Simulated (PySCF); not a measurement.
Compound: C₅H₅Cl₃O.
Cartesian coordinates in Å at the GFN2-xTB level; atoms count from 1:
```xyz
14
C5H5Cl3O angstrom
C     -1.810    0.269   -0.283
C     -0.738   -0.446    0.534
C      0.641    0.165    0.332
C      0.961    1.276    0.934
O      1.185    2.259    1.502
C      1.604   -0.512   -0.567
Cl     0.950   -0.706   -2.218
Cl     3.118    0.420   -0.672
Cl     2.000   -2.154    0.040
H     -1.555    0.261   -1.339
H     -1.916    1.301    0.041
H     -2.766   -0.233   -0.156
H     -0.678   -1.492    0.235
H     -0.996   -0.407    1.594
```

The closed-shell SCF was solved with PySCF and density fitting under several settings on one GFN2-xTB geometry (grid level 2 and gas phase unless stated).

```json
{"settings": "PBE0/pcSseg-1", "basis functions": "199", "SCF cycles": "15", "E (Eh)": "-1648.4686", "HOMO (eV)": "-7.34", "LUMO (eV)": "-1.87", "dipole (D)": "2.04"}
{"settings": "PBE0/def2-SVPD", "basis functions": "244", "SCF cycles": "14", "E (Eh)": "-1647.9648", "HOMO (eV)": "-7.34", "LUMO (eV)": "-1.88", "dipole (D)": "1.99"}
{"settings": "KT2/pcSseg-1, IEF-PCM benzene, energy threshold 1e-07 Eh, start guess atom", "basis functions": "199", "SCF cycles": "11", "E (Eh)": "-1663.9779", "HOMO (eV)": "-6.12", "LUMO (eV)": "-2.94", "dipole (D)": "2.26"}
{"settings": "WP04/def2-SVPD, grid level 3", "basis functions": "244", "SCF cycles": "15", "E (Eh)": "-1667.4266", "HOMO (eV)": "-8.54", "LUMO (eV)": "-4.15", "dipole (D)": "2.04"}
```

Task: Estimate the row for these settings: PBE0/def2-SVP.

Result: 
```
     settings  basis functions  SCF cycles      E (Eh)  HOMO (eV)  LUMO (eV)  dipole (D)
PBE0/def2-SVP              163          15  -1647.9291      -7.15      -1.58        1.73
```

Task: Over all rows, what range does the HOMO–LUMO gap span?

Result: From 3.18 eV (KT2/pcSseg-1, IEF-PCM benzene, energy threshold 1e-07 Eh, start guess atom) to 5.57 eV (PBE0/def2-SVP). The functional of the narrowest has no exact exchange, that of the widest 25 % exact exchange.

Task: And the dipole moment?

Result: From 1.73 D (PBE0/def2-SVP) to 2.26 D (KT2/pcSseg-1, IEF-PCM benzene, energy threshold 1e-07 Eh, start guess atom); the largest is 1.31 times the smallest, and the median is 2.04 D.

Task: Compare two rows with the functional PBE0: PBE0/def2-SVP and PBE0/def2-SVPD. Which energy is lower, and by how much?

Result: PBE0/def2-SVPD (244 functions) lies 0.0357 Eh or 22 kcal/mol below PBE0/def2-SVP (163 functions).

Cycle counts include a coarse-grid stage where the run had one. KT2 and WP04 were designed for NMR shieldings or shifts; total energies of different functionals aren't comparable. Geometry: GFN2-xTB, one conformer.
